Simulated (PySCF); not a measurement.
# Correlation energy of Sn²⁺ (tin, charge +2)

[Kr] 4d10 5s2, closed-shell 1S. All numbers are calculated (PySCF 2.14, a scalar-relativistic core potential, in cc-pVTZ-PP with ECP28MDF (5s4p3d1f, 39 functions)). Frozen: 4s2 4p6 4d10; 2 electrons correlated.

Total MP2 correlation energy: -24.65 mhartree.

Same-spin part 0.00 and opposite-spin part -24.65 mhartree; SCS-MP2 scales them by 1/3 and 6/5 to -29.58 mhartree.

With two correlated electrons CCSD is exact within the correlated space (frozen core and kept virtual orbitals).

| level | correlation energy (mhartree) |
| --- | --- |
| CCSD | -34.12 |

Diagnostics: T1 = 0.0038, D1 = 0.0054, largest double amplitude 0.100.

Cost of the coupled-cluster step: 0.07 s of wall time on 1 thread of Neoverse-V2 (shared host), for 2 correlated electrons.
